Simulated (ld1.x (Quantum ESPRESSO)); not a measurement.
# Which setting gave this result? (Mn (Z = 25), ultrasoft)

Base potential:

ld1.x (Quantum ESPRESSO) 7.5 input, shortened:

```
&input
   title='Mn', zed=25., rel=2, dft='PBE', iswitch=3,
   config='[Ar] 3d5 4s0 4p0', rel_dist='average'
 /
 &inputp
   pseudotype=3, tm=.true., lloc=-1, rcloc=1.15,
   nlcc=.true., new_core_ps=.true., rcore=0.70
 /
6
4S  1  0   0.00   0.00  1.60  2.15  0.0
4S  1  0   0.00  -1.10  1.60  2.15  0.0
4P  2  1   0.00   0.00  1.80  2.15  0.0
4P  2  1   0.00   2.50  1.80  2.15  0.0
3D  3  2   5.00   0.00  1.05  1.30  0.0
3D  3  2   0.00   1.05  1.05  1.30  0.0
 &test
   configts(1)='3d5 4s0 4p0'
 /
```

Open shells are filled in proportion to 2j + 1 (rel_dist='average').

Cutoffs, loose and tight: the cutoffs (Ry, on a coarse ladder) from which the occupation-weighted sum of valence levels, in a spherical-Bessel basis at the reference potential, stays within 10 and 1 mRy of its value at 400 Ry. They do not see the model core or the augmentation charge, which bear on the density cutoff. Test errors are all-electron minus pseudo excitation energies from the reference, over the configurations 3d5 4s2 4p0; 3d5 4s1 4p0; 3d4 4s0 4p0; 3d6 4s1 4p0; 3d5.5 4s1.5 4p0; 3d6 4s0 4p0; 3d4 4s2 4p0; variants that change the core or the reference have their own tests. The largest error is taken over the tests solved by every variant that gives reliable tests at all, those not shown here included: 3d4 4s0 4p0; 3d5 4s1 4p0; 3d5 4s2 4p0.

Only the d radius is moved:

| d radius (bohr) | cutoff, loose | cutoff, tight | bound ghosts | largest test error (meV) |
| --- | --- | --- | --- | --- |
| 0.86 | 140 Ry | 230 Ry | s, p3/2, p1/2 | -333 |
| 1.04 | 100 Ry | 160 Ry | s, p3/2, p1/2 | -330 |
| 1.18 | 80 Ry | 140 Ry | s, p3/2, p1/2 | -326 |
| 1.54 | 45 Ry | 70 Ry | s, p3/2, p1/2 | -328 |
| 1.76 | 35 Ry | 55 Ry | s, p3/2, p1/2 | -331 |
| 1.98 | 30 Ry | 40 Ry | s, p3/2, p1/2 | -334 |

Task: One more run gave cutoff, loose: 50 Ry; cutoff, tight: 90 Ry; bound ghosts: s, p3/2, p1/2; largest test error (meV): -327. Which value of the d radius was used?

Result: 1.44 bohr. The loose cutoff moves one way along this sweep, from 140 Ry at 0.86 to 30 Ry at 1.98 bohr, which places the run between 1.18 and 1.54 bohr.
